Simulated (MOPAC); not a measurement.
MOPAC input (MNDO):

```
MNDO PRECISE GNORM=0.05 LET XYZ GEO-OK AUX(PRECISION=9) THREADS=1
C2H8Si3

C     1.32088000 1    2.45053700 1    1.15302600 1
C     1.47004500 1    1.41849700 1    0.54675600 1
Si    1.59910900 1   -0.17002500 1   -0.34538400 1
Si   -0.36441100 1   -1.38148300 1    0.07176200 1
Si   -2.22318100 1   -0.03327000 1   -0.39814700 1
H     1.19726000 1    3.36345400 1    1.68493300 1
H     1.72989300 1    0.10732300 1   -1.79511300 1
H     2.81126000 1   -0.88722400 1    0.11392800 1
H    -0.38934200 1   -1.80449400 1    1.49502500 1
H    -0.38416300 1   -2.60043400 1   -0.77817200 1
H    -3.48516100 1   -0.79954000 1   -0.25350800 1
H    -2.13206100 1    0.47173900 1   -1.78979300 1
H    -2.25448100 1    1.12185700 1    0.52877000 1
```

Output:

```
 *******************************************************************************
 **                                                                           **
 **                              MOPAC v23.2.5                                **
 **                                                                           **
 *******************************************************************************
 ** MOPAC's Digital Object Identifier: https://doi.org/10.5281/zenodo.6511958 **
 **                                                                           **
 ** Please cite the open-source release paper for use of this MOPAC version:  **
 ** J. E. Moussa and J. J. P. Stewart (2026)                                  **
 ** MOPAC: An open-source semiempirical molecular orbital program             **
 ** J. Open Source Softw., 11(119), 8025, https://doi.org/10.21105/joss.08025 **
 *******************************************************************************

                              MNDO CALCULATION RESULTS

 *******************************************************************************
 *  MNDO       - The MNDO Hamiltonian to be used
 *  GEO-OK     - OVERRIDE INTERATOMIC DISTANCE AND OTHER SAFETY CHECKS
 *  LET        - OVERRIDE SOME SAFETY CHECKS
 *  PRECISE    - TIGHTER CRITERIA TO BE USED
 *  XYZ        - CARTESIAN COORDINATE SYSTEM TO BE USED
 *  GNORM      - EXIT WHEN GRADIENT NORM DROPS BELOW 0.050
 *  AUX        - OUTPUT AUXILIARY INFORMATION
 *******************************************************************************
MNDO PRECISE GNORM=0.05 LET XYZ GEO-OK AUX(PRECISION=9) THREADS=1
 C2H8Si3

   ATOM   CHEMICAL          X               Y               Z
  NUMBER   SYMBOL      (ANGSTROMS)     (ANGSTROMS)     (ANGSTROMS)

     1       C          1.32088000  *   2.45053700  *   1.15302600  *
     2       C          1.47004500  *   1.41849700  *   0.54675600  *
     3      Si          1.59910900  *  -0.17002500  *  -0.34538400  *
     4      Si         -0.36441100  *  -1.38148300  *   0.07176200  *
     5      Si         -2.22318100  *  -0.03327000  *  -0.39814700  *
     6       H          1.19726000  *   3.36345400  *   1.68493300  *
     7       H          1.72989300  *   0.10732300  *  -1.79511300  *
     8       H          2.81126000  *  -0.88722400  *   0.11392800  *
     9       H         -0.38934200  *  -1.80449400  *   1.49502500  *
    10       H         -0.38416300  *  -2.60043400  *  -0.77817200  *
    11       H         -3.48516100  *  -0.79954000  *  -0.25350800  *
    12       H         -2.13206100  *   0.47173900  *  -1.78979300  *
    13       H         -2.25448100  *   1.12185700  *   0.52877000  *

          CARTESIAN COORDINATES

    NO.       ATOM           X           Y           Z

     1         C          1.3209      2.4505      1.1530
     2         C          1.4700      1.4185      0.5468
     3        Si          1.5991     -0.1700     -0.3454
     4        Si         -0.3644     -1.3815      0.0718
     5        Si         -2.2232     -0.0333     -0.3981
     6         H          1.1973      3.3635      1.6849
     7         H          1.7299      0.1073     -1.7951
     8         H          2.8113     -0.8872      0.1139
     9         H         -0.3893     -1.8045      1.4950
    10         H         -0.3842     -2.6004     -0.7782
    11         H         -3.4852     -0.7995     -0.2535
    12         H         -2.1321      0.4717     -1.7898
[...]
          NO. OF FILLED LEVELS    =         14
          MOLECULAR WEIGHT        =        116.3417         POINT GROUP:  C1

          MOLECULAR DIMENSIONS (Angstroms)

            Atom       Atom       Distance
            H    11    H     6     7.07265
            H    13    H     8     4.53275
            H     9    H     7     3.68703

          SCF CALCULATIONS        =        144

   ATOM   CHEMICAL          X               Y               Z
  NUMBER   SYMBOL      (ANGSTROMS)     (ANGSTROMS)     (ANGSTROMS)

     1       C          1.80783182  *   2.33832152  *   1.36090356  *
     2       C          1.62481621  *   1.38413838  *   0.65204874  *
     3      Si          1.37668770  *   0.02277896  *  -0.36322407  *
     4      Si         -0.41121504  *  -1.06399593  *   0.11446578  *
     5      Si         -2.31186439  *  -0.37879748  *  -0.58153614  *
     6       H          1.96671890  *   3.17329095  *   1.98184681  *
     7       H          1.27961937  *   0.44723130  *  -1.67316141  *
     8       H          2.45741162  *  -0.82651123  *  -0.26386543  *
     9       H         -0.48655754  *  -1.16781781  *   1.49911734  *
    10       H         -0.24208357  *  -2.35798969  *  -0.36657045  *
    11       H         -3.33127869  *  -1.07972734  *   0.01578136  *
    12       H         -2.40984160  *  -0.53587155  *  -1.94391001  *
    13       H         -2.46674665  *   0.95631378  *  -0.28743861  *

                             CARTESIAN COORDINATES

   1    C        1.807831824     2.338321517     1.360903556
   2    C        1.624816212     1.384138379     0.652048740
   3   Si        1.376687705     0.022778960    -0.363224073
   4   Si       -0.411215042    -1.063995933     0.114465777
   5   Si       -2.311864387    -0.378797477    -0.581536144
   6    H        1.966718901     3.173290952     1.981846809
   7    H        1.279619373     0.447231299    -1.673161413
   8    H        2.457411618    -0.826511234    -0.263865426
   9    H       -0.486557538    -1.167817807     1.499117338
  10    H       -0.242083568    -2.357989691    -0.366570452
  11    H       -3.331278690    -1.079727341     0.015781360
  12    H       -2.409841599    -0.535871552    -1.943910012
  13    H       -2.466746653     0.956313784    -0.287438607

           Empirical Formula: C2 H8 Si3  =    13 atoms

      MOLECULAR POINT GROUP   :   C1

                  EIGENVALUES
 -35.88609 -25.65421 -21.38228 -18.23768 -15.57374 -13.52285 -12.34730 -12.21625
 -12.09367 -11.67491 -11.45721 -11.03432 -10.01926  -9.31234   0.44185   0.78569
   1.45090   1.56081   1.81288   2.41074   2.43178   2.72065   2.82373   3.21982
   3.59176   4.13773   4.67798   7.50447

              NET ATOMIC CHARGES AND DIPOLE CONTRIBUTIONS

  ATOM NO.   TYPE          CHARGE      No. of ELECS.   s-Pop       p-Pop
    1          C          -0.061617        4.0616     1.24602     2.81560
    2          C          -0.535032        4.5350     1.33673     3.19830
    3         Si           1.545782        2.4542     0.97900     1.47521
    4         Si          -0.460536        4.4605     1.16887     3.29167
    5         Si           1.513325        2.4867     1.03319     1.45349
    6          H           0.148130        0.8519     0.85187
    7          H          -0.381647        1.3816     1.38165
    8          H          -0.372822        1.3728     1.37282
    9          H          -0.115564        1.1156     1.11556
   10          H          -0.113176        1.1132     1.11318
   11          H          -0.385156        1.3852     1.38516
   12          H          -0.388713        1.3887     1.38871
   13          H          -0.392974        1.3930     1.39297
 DIPOLE           X         Y         Z       TOTAL
 POINT-CHG.    -0.011     1.561    -0.796     1.752
 HYBRID         0.193    -0.168     1.209     1.235
 SUM            0.182     1.393     0.413     1.465

          ATOMIC ORBITAL ELECTRON POPULATIONS

     Atom    s        px        py        pz
    1  C   1.24602   0.94336   0.93399   0.93824
    2  C   1.33673   1.05330   1.07780   1.06719
    3 Si   0.97900   0.49678   0.49240   0.48604
    4 Si   1.16887   1.34618   1.02589   0.91960
    5 Si   1.03319   0.48266   0.48370   0.48712
    6  H   0.85187
    7  H   1.38165
    8  H   1.37282
    9  H   1.11556
   10  H   1.11318
   11  H   1.38516
   12  H   1.38871
   13  H   1.39297

 **********************
 *                    *
 * JOB ENDED NORMALLY *
 *                    *
 **********************

 == MOPAC DONE ==
```

The geometry given is a B3LYP-D3(BJ)/def2-TZVP minimum.
